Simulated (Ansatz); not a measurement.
Energy landscape of H₃ (cation, charge +1), singlet: symmetric bend, bond length relaxed. Scanned: H-H-H angle. Other coordinates (H-H bond length) were minimised at PBE0/def2-TZVP.

- RKS-PBE/aug-cc-pVDZ = restricted PBE/aug-cc-pVDZ in Ansatz (a first-principles code)
- RKS-B3LYP/aug-cc-pVDZ = Ansatz with restricted B3LYP/aug-cc-pVDZ
- FCI/aug-cc-pVDZ = full CI/aug-cc-pVDZ, frozen core (Ansatz)

Energies relative to the lowest point of each profile, in kcal/mol; the last columns give the error against full CI:

```tsv
a / °	RKS-PBE/aug-cc-pVDZ	RKS-B3LYP/aug-cc-pVDZ	FCI/aug-cc-pVDZ	RKS-PBE/aug-cc-pVDZ − FCI/aug-cc-pVDZ	RKS-B3LYP/aug-cc-pVDZ − FCI/aug-cc-pVDZ
180	37.5	38.4	39.3	-1.8	-0.9
168.70	37.1	38.0	39.0	-1.8	-0.9
159.92	36.4	37.2	38.1	-1.8	-0.9
151.54	35.2	35.9	36.9	-1.7	-0.9
137.57	32.0	32.6	33.6	-1.6	-1.0
127.73	28.9	29.4	30.4	-1.5	-0.9
119.59	25.8	26.3	27.2	-1.3	-0.9
109.01	21.2	21.5	22.3	-1.1	-0.8
100.78	17.1	17.3	18.0	-0.9	-0.7
90.71	11.7	11.9	12.3	-0.6	-0.5
81.80	7.1	7.1	7.4	-0.3	-0.3
67.68	1.2	1.2	1.2	-0.1	0.0
60	0.0	0.0	0.0	0.0	0.0
```

RKS-PBE/aug-cc-pVDZ is furthest from FCI/aug-cc-pVDZ at 180 (-1.8 kcal/mol, below); its mean absolute error over the points is 1.1 kcal/mol.

RKS-B3LYP/aug-cc-pVDZ is furthest from FCI/aug-cc-pVDZ at 137.57 (-1.0 kcal/mol, below); its mean absolute error over the points is 0.7 kcal/mol.
